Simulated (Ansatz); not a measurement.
Molecule: C4H5N, net charge 0, singlet state. SMILES: C/C=C\C#N
Geometry: optimised at B3LYP-D3(BJ)/def2-TZVP (Ansatz, a program for electronic structure).

Property: atomisation energy (electronic, to ground-state atoms), in kcal/mol. Cores are frozen in the correlated levels unless marked. Open shells are spin-unrestricted. No spin-orbit coupling. Non-relativistic unless marked X2C. The coupled-cluster limit lacks core correlation, which all-electron functionals hold. CBS(X,Y): correlation extrapolated as X^-3; Hartree-Fock from the larger set. [CCSD(T)-MP2]/basis is that difference in the basis named.

| level | program | atomisation energy (kcal/mol) |
|---|---|---|
| SVWN5/def2-TZVPD | Ansatz | 1219.4 |

Predict the RI-MP2/CBS(aug-cc-pVTZ,aug-cc-pVQZ)+[CCSD(T)-MP2]/aug-cc-pVTZ result (Ansatz).

1058.2 kcal/mol
